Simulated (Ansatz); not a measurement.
Two isomers of CH4F2OSi: A = `O[SiH2]C(F)F`, B = `OC(F)(F)[SiH3]`.

Isolated molecules relaxed with PBE0-D4/def2-TZVP in Ansatz; ΔE leaves out vibrations. CCSD(T)/CBS is the MP2 limit (def2-TZVPP, def2-QZVPP) plus CCSD(T) − MP2 in def2-TZVPP, frozen cores. DFT in def2-TZVPP. Each species was taken in one conformer, which may not be the lowest.

Q: Which isomer does CCSD(T)/CBS put lower? Give the gap. (An estimate is asked.)

A: Ansatz gave: A, by 25.7 kcal/mol.

Q: Give E(B) − E(A) in kcal/mol with HF/def2-TZVPP, PBE0-D4, CCSD(T)/def2-TZVPP, MP2/def2-TZVPP, CCSD/def2-TZVPP, r2SCAN-D4, ωB97M-V. (An estimate is asked.)

A: Ansatz gave: HF/def2-TZVPP 25.9, PBE0-D4 22.8, CCSD(T)/def2-TZVPP 24.6, MP2/def2-TZVPP 26.2, CCSD/def2-TZVPP 25.1, r2SCAN-D4 23.3, ωB97M-V 23.8. None reverses the order clearly.

Largest T1 diagnostic: 0.013.

From PBE to PBE0 (25 % exact exchange), in def2-TZVPP and without D4, E(B) − E(A) moves by +0.8 kcal/mol.
